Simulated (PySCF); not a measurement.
## Adding and removing an electron: TlO

UHF; PySCF, scalar-relativistic core potentials, basis sets Tl cc-pVDZ-PP with ECP60, O cc-pVDZ. Neutral (UHF): doublet (π ↑), Re = 2.185 Å, ωe = 489 cm⁻¹, De = 1.09 eV, HOMO -8.90 eV, LUMO 0.40 eV.

TlO⁺ (UHF): triplet (π ↑↑), Re = 3.235 Å, ωe = 92.2 cm⁻¹. The energies at the minima are -246.34432 hartree for TlO and -246.12687 for TlO⁺.

Q: Work out the adiabatic ionisation energy, without and with harmonic zero-point energies (1 hartree = 27.2114 eV, 1 eV = 8065.5 cm⁻¹), and the change of the bond length.

A: At UHF: 0.21745 hartree = 5.917 eV between the minima; the zero-point term (92.2 − 489.0)/2 cm⁻¹ = -0.025 eV makes it 5.893 eV. Re changes by +105.0 pm against the neutral. The electron leaves a π orbital, and the ion is left as a loose complex of an ion and an atom.

Spin–orbit coupling is left out, which matters for elements this heavy, above all for dissociation energies. Hartree–Fock leaves out correlation, which carries a large part of most bond energies and some tenths to 1 eV of ionisation energies. States were picked by a PBE0 search and need not be the measured ground states.
